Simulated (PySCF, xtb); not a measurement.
Te(SMe)(OSiH3) (CH6OSSiTe), SMILES CS[Te]O[SiH3]. The values are those of a single conformer.

Harmonic wavenumbers (cm⁻¹) from xtb with GFN2-xTB at its own minimum, in rising order: 34, 60, 92, 121, 126, 169, 191, 370, 405, 613, 636, 700, 736, 794, 821, 891, 940, 941, 1311, 1438, 1446, 2234, 2257, 2312, 3032, 3044, 3060.

Question: What does r2SCAN-D4/def2-SVP run with PySCF 2.14.0 give at its own minimum? (Estimate from the structure and the level; the computed values follow.)

Answer: 42, 73, 92, 129, 142, 185, 205, 360, 473, 686, 709, 722, 878, 935, 949, 955, 958, 980, 1313, 1433, 1446, 2208, 2218, 2239, 3045, 3163, 3183. Paired by order, the mean absolute difference is 46 cm⁻¹ and the zero-point energies are 41.1 and 42.5 kcal/mol.
